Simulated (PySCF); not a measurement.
Compound: C2H7F3N2Si.
SMILES with atom numbers: `[NH2:1][SiH2:2][NH:3][CH2:4][C:5]([F:6])([F:7])[F:8]` (hydrogens: H9, H10 on N1; H11, H12 on Si2; H13 on N3; H14, H15 on C4)

Level: CAM-B3LYP/def2-SVPD in PySCF, non-relativistic, on one gas-phase PBE0-D3(BJ)/def2-SVP geometry that isn't relaxed in the solvent. The solvent is an IEF-PCM continuum (cavity from Bondi-type radii × 1.2), and excitations are vertical TDDFT with non-equilibrium linear response and a frozen core. Only the electrostatic response of the medium enters.

Gas-phase singlets (H = HOMO, L = LUMO):

| state | E (eV) | λ (nm) | f | leading configurations |
| --- | --- | --- | --- | --- |
| S1 | 6.622 | 187 | 0.033 | H-1→L 49%, H→L 38% |
| S2 | 6.806 | 182 | 0.015 | H→L+1 39%, H-1→L 23%, H→L 20% |
| S3 | 7.228 | 172 | 0.014 | H→L+1 37%, H→L 29%, H-1→L 16% |
| S4 | 7.691 | 161 | 0.012 | H→L+4 34%, H-1→L+1 30%, H-1→L+2 12% |
| S5 | 7.809 | 159 | 0.050 | H→L+2 57%, H→L+4 12%, H→L+1 10% |

**Question.** How does the list change in methanol (ε = 32.61)?

**Answer.** 
```
state  E (eV)  λ (nm)      f               leading configurations  change by rank (eV)
   S1   6.711     185  0.038      H→L 41%, H-1→L 36%, H-1→L+1 14%               +0.089
   S2   6.875     180  0.020        H→L 27%, H-1→L 26%, H→L+1 20%               +0.069
   S3   7.252     171  0.015        H→L+1 50%, H-1→L 14%, H→L 13%               +0.024
   S4   7.668     162  0.016  H-1→L+2 22%, H-1→L+1 22%, H→L+2 18%               -0.023
   S5   7.802     159  0.100        H→L+2 48%, H→L 12%, H→L+4 10%               -0.007
```

**Question.** How do the frontier levels move from gas to methanol?

**Answer.** 
```
orbital  gas (eV)  solvent (eV)  change (eV)
 LUMO+2      1.96          2.08        +0.12
 LUMO+1      1.38          1.49        +0.11
   LUMO      1.01          1.28        +0.27
   HOMO     -8.77         -8.58        +0.19
 HOMO-1     -9.17         -8.95        +0.22
 HOMO-2    -11.12        -11.00        +0.12
 HOMO-3    -11.98        -11.73        +0.25
```

The HOMO–LUMO gap goes from 9.78 to 9.86 eV. Rows go by rank; for LUMO+1 the atom shares or the degeneracy differ between the runs, so the row needn't follow one orbital.

Conformer computed: `[NH2:1][SiH2:2][NH:3][CH2:4][C:5]([F:6])([F:7])[F:8]`: N1–Si2–N3–C4 -153°, Si2–N3–C4–C5 -86°, N3–C4–C5–F6 62°, H–N1–Si2–N3 -146°, H–N1–Si2–N3 60°.
